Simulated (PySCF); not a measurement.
F2HSi, BClHN (calculated)

Computed with PySCF 2.14.0. Calculation on a computer-drawn molecule: vertical ionisation energy to the stated ion spin, frozen-core CCSD(T) at the basis limit and cheaper methods, single-reference cases, UHF for radicals, no spin-orbit; all values are single points at the evaluated structure, the first of each entry, which is the reference or a displaced copy of it and isn't optimised; the reference structure only sets the zero of the energies above reference; triples share is (T) over the correlation energy.

Common to all runs: multiplicity 1; ion multiplicity 2; diffuse functions no; basis cc-pV(n+d)Z; reference is the Hartree-Fock double-zeta minimum; best is HF at quadruple zeta + MP2 correlation extrapolated from triple and quadruple zeta + CCSD(T) minus MP2 at triple zeta; basis step is the size of the change from the same recipe one zeta lower.

(1) F2HSi

Evaluated structure:
```xyz
4
F2HSi
F     -1.1952    -0.4800    -0.1549
Si    -0.2903    -1.4876    -0.8851
F     -0.8496    -2.1191    -2.1730
H      1.0261    -1.8102    -0.3950
```

Reference structure:
```xyz
4
F2HSi
F     -1.2018    -0.4842    -0.1544
Si    -0.2940    -1.4858    -0.8868
F     -0.8495    -2.1205    -2.1722
H      1.0232    -1.8162    -0.3890
```

Here we set charge 1.

The calculation gives: ionisation energy best 23.11 eV; ionisation energy basis step 0.02202 eV; energy above reference best 0.08064 kcal/mol; energy above reference basis step 0.02724 kcal/mol; ionisation energy Koopmans at triple zeta 23.79 eV; ionisation energy EOM CCSD at triple zeta 23.08 eV; total energy HF triple zeta -488.2796 hartree; total energy CCSD(T) triple zeta -488.9004 hartree; total energy best -489.0162 hartree; T1 diagnostic at triple zeta 0.01459; D1 diagnostic at triple zeta 0.04316; ion T1 diagnostic at triple zeta 0.03933; ion D1 diagnostic at triple zeta 0.2074; ion spin squared at triple zeta 0.7758; triples share at triple zeta 0.0291; basis functions triple zeta 113.

Drawn bonds:
```
atom  other atom  order
   1           2      1
   2           3      1
   2           4      1
```

Triple zeta:
```
 method  ionisation energy (eV)  energy above reference (kcal/mol)
     HF                   22.71                             0.1395
    PBE                   22.02                            0.05778
 r2SCAN                   22.27                            0.08036
  B3LYP                   22.57                            0.06641
  wB97X                   22.83                            0.07776
    MP2                   22.95                            0.05314
   CCSD                   23.12                            0.08396
CCSD(T)                   22.97                             0.0727
```

(2) F2HSi

Evaluated structure:
```xyz
4
F2HSi
F     -1.1978    -0.4745    -0.1863
Si    -0.2945    -1.5050    -0.8987
F     -0.8414    -2.1199    -2.1989
H      1.0105    -1.8213    -0.4123
```

Reference structure:
```xyz
4
F2HSi
F     -1.2018    -0.4842    -0.1544
Si    -0.2940    -1.4858    -0.8868
F     -0.8495    -2.1205    -2.1722
H      1.0232    -1.8162    -0.3890
```

Here we set charge 1.

The calculation gives: ionisation energy best 23.17 eV; ionisation energy basis step 0.02337 eV; energy above reference best 0.3455 kcal/mol; energy above reference basis step 0.07491 kcal/mol; ionisation energy Koopmans at triple zeta 23.88 eV; ionisation energy EOM CCSD at triple zeta 23.13 eV; total energy HF triple zeta -488.2791 hartree; total energy CCSD(T) triple zeta -488.9000 hartree; total energy best -489.0157 hartree; T1 diagnostic at triple zeta 0.01464; D1 diagnostic at triple zeta 0.04338; ion T1 diagnostic at triple zeta 0.04008; ion D1 diagnostic at triple zeta 0.2116; ion spin squared at triple zeta 0.779; triples share at triple zeta 0.02913; basis functions triple zeta 113.

Drawn bonds:
```
atom  other atom  order
   1           2      1
   2           3      1
   2           4      1
```

Triple zeta:
```
 method  ionisation energy (eV)  energy above reference (kcal/mol)
     HF                   22.79                             0.4709
    PBE                   22.05                             0.3272
 r2SCAN                    22.3                             0.3544
  B3LYP                   22.61                              0.313
  wB97X                   22.88                             0.3406
    MP2                   23.02                             0.2644
   CCSD                   23.18                             0.3477
CCSD(T)                   23.03                             0.3236
```

(3) F2HSi

Evaluated structure:
```xyz
4
F2HSi
F     -1.1470    -0.5496    -0.2124
Si    -0.2527    -1.5134    -0.9393
F     -0.7790    -2.0883    -2.1358
H      1.0353    -1.7738    -0.3401
```

Reference structure:
```xyz
4
F2HSi
F     -1.2018    -0.4842    -0.1544
Si    -0.2940    -1.4858    -0.8868
F     -0.8495    -2.1205    -2.1722
H      1.0232    -1.8162    -0.3890
```

Settings of this run: charge 1.

The calculation gives: ionisation energy best 23.04 eV; ionisation energy basis step 0.009674 eV; energy above reference best 6.979 kcal/mol; energy above reference basis step 0.8593 kcal/mol; ionisation energy Koopmans at triple zeta 23.58 eV; ionisation energy EOM CCSD at triple zeta 23.02 eV; total energy HF triple zeta -488.2752 hartree; total energy CCSD(T) triple zeta -488.8890 hartree; total energy best -489.0052 hartree; T1 diagnostic at triple zeta 0.01302; D1 diagnostic at triple zeta 0.03775; ion T1 diagnostic at triple zeta 0.03443; ion D1 diagnostic at triple zeta 0.1816; ion spin squared at triple zeta 0.7663; triples share at triple zeta 0.02754; basis functions triple zeta 113.

Drawn bonds:
```
atom  other atom  order
   1           2      1
   2           3      1
   2           4      1
```

Triple zeta:
```
 method  ionisation energy (eV)  energy above reference (kcal/mol)
     HF                   22.49                              2.915
    PBE                    22.1                              9.795
 r2SCAN                   22.32                              7.352
  B3LYP                    22.6                              7.718
  wB97X                    22.8                              7.081
    MP2                   22.84                              7.704
   CCSD                   23.01                              6.536
CCSD(T)                   22.91                              7.256
```

(4) F2HSi

Evaluated structure:
```xyz
4
F2HSi
F     -1.1470    -0.5496    -0.2124
Si    -0.2527    -1.5134    -0.9393
F     -0.7790    -2.0883    -2.1358
H      0.9934    -1.7653    -0.3596
```

Reference structure:
```xyz
4
F2HSi
F     -1.2018    -0.4842    -0.1544
Si    -0.2940    -1.4858    -0.8868
F     -0.8495    -2.1205    -2.1722
H      1.0232    -1.8162    -0.3890
```

It was run with charge 1.

It finds ionisation energy best 23.25 eV; ionisation energy basis step 1.526 eV; energy above reference best 7.757 kcal/mol; energy above reference basis step 0.7933 kcal/mol; ionisation energy Koopmans at triple zeta 23.87 eV; ionisation energy EOM CCSD at triple zeta 23.22 eV; total energy HF triple zeta -488.2743 hartree; total energy CCSD(T) triple zeta -488.8878 hartree; total energy best -489.0039 hartree; T1 diagnostic at triple zeta 0.01299; D1 diagnostic at triple zeta 0.03775; ion T1 diagnostic at triple zeta 0.03418; ion D1 diagnostic at triple zeta 0.1778; ion spin squared at triple zeta 0.7766; triples share at triple zeta 0.02745; basis functions triple zeta 113.

Drawn bonds:
```
atom  other atom  order
   1           2      1
   2           3      1
   2           4      1
```

Triple zeta:
```
 method  ionisation energy (eV)  energy above reference (kcal/mol)
     HF                   22.77                              3.461
    PBE                   22.25                              10.93
 r2SCAN                   22.49                              8.213
  B3LYP                   22.77                              8.523
  wB97X                   22.98                              7.883
    MP2                   23.09                              8.354
   CCSD                   23.23                              7.246
CCSD(T)                   23.12                              8.003
```

(5) F2HSi

Evaluated structure:
```xyz
4
F2HSi
F     -1.1470    -0.5496    -0.2124
Si    -0.2527    -1.5134    -0.9393
F     -0.7790    -2.0883    -2.1358
H      1.0665    -1.7801    -0.3256
```

Reference structure:
```xyz
4
F2HSi
F     -1.2018    -0.4842    -0.1544
Si    -0.2940    -1.4858    -0.8868
F     -0.8495    -2.1205    -2.1722
H      1.0232    -1.8162    -0.3890
```

Settings of this run: charge 1.

Drawn bonds:
```
atom  other atom  order
   1           2      1
   2           3      1
   2           4      1
```

(6) BClHN

Evaluated structure:
```xyz
4
BClHN
N     -0.7234     2.5164    -2.1383
B      0.4670     2.7116    -2.3397
Cl     2.1298     2.9842    -2.6210
H     -1.6816     2.3593    -1.9763
```

Reference structure:
```xyz
4
BClHN
N     -0.7234     2.5164    -2.1383
B      0.4670     2.7116    -2.3397
Cl     2.1298     2.9842    -2.6210
H     -1.6816     2.3593    -1.9763
```

Settings of this run: charge 0.

Drawn bonds:
```
atom  other atom  order
   1           2      2
   2           3      1
   1           4      1
```

## Withheld values
1. F2HSi (entry 5): ionisation energy best?
2. What ionisation energy basis step does the calculation give for BClHN (entry 6)?
3. Give the missing dipole magnitude wB97X at triple zeta for BClHN (entry 6).
4. What dipole magnitude B3LYP at triple zeta does the calculation give for BClHN (entry 6)?

## Answers
1. 22.87 eV
2. 0.09985 eV
3. 0.3832 debye
4. 0.4093 debye

Further results for F2HSi (entry 5):

| Quantity | Value |
| --- | --- |
| ionisation energy basis step | 0.009792 eV |
| energy above reference best | 7.12 kcal/mol |
| energy above reference basis step | 0.9024 kcal/mol |
| ionisation energy Koopmans at triple zeta | 23.35 eV |
| ionisation energy EOM CCSD at triple zeta | 22.86 eV |
| total energy HF triple zeta | -488.2747 hartree |
| total energy CCSD(T) triple zeta | -488.8887 hartree |
| total energy best | -489.0049 hartree |
| T1 diagnostic at triple zeta | 0.01305 |
| D1 diagnostic at triple zeta | 0.03774 |
| ion T1 diagnostic at triple zeta | 0.03277 |
| ion D1 diagnostic at triple zeta | 0.1711 |
| ion spin squared at triple zeta | 0.7631 |
| triples share at triple zeta | 0.0276 |
| basis functions triple zeta | 113 |

Triple zeta:
```
 method  ionisation energy (eV)  energy above reference (kcal/mol)
     HF                   22.28                              3.254
    PBE                   21.98                              9.657
 r2SCAN                   22.18                              7.426
  B3LYP                   22.46                              7.826
  wB97X                   22.65                              7.211
    MP2                   22.65                              7.948
   CCSD                   22.84                              6.727
CCSD(T)                   22.74                              7.416
```

Further results for BClHN (entry 6):

| Quantity | Value |
| --- | --- |
| ionisation energy best | 11.2 eV |
| energy above reference best | 0 kcal/mol |
| energy above reference basis step | 0 kcal/mol |
| ionisation energy Koopmans at triple zeta | 11.59 eV |
| ionisation energy EOM CCSD at triple zeta | 11.05 eV |
| total energy HF triple zeta | -539.3085 hartree |
| total energy CCSD(T) triple zeta | -539.8342 hartree |
| total energy best | -539.9116 hartree |
| T1 diagnostic at triple zeta | 0.01285 |
| D1 diagnostic at triple zeta | 0.03322 |
| ion T1 diagnostic at triple zeta | 0.03066 |
| ion D1 diagnostic at triple zeta | 0.1537 |
| ion spin squared at triple zeta | 0.7619 |
| triples share at triple zeta | 0.04482 |
| basis functions triple zeta | 113 |
| dipole magnitude HF at triple zeta | 0.2012 debye |
| dipole magnitude CCSD unrelaxed at triple zeta | 0.5295 debye |
| dipole magnitude PBE at triple zeta | 0.4633 debye |
| dipole magnitude r2SCAN at triple zeta | 0.3965 debye |

Triple zeta:
```
 method  ionisation energy (eV)  energy above reference (kcal/mol)
     HF                   9.538                                  0
    PBE                   10.76                                  0
 r2SCAN                   10.74                                  0
  B3LYP                   10.88                                  0
  wB97X                   10.97                                  0
    MP2                    11.3                                  0
   CCSD                   10.92                                  0
CCSD(T)                   11.01                                  0
```
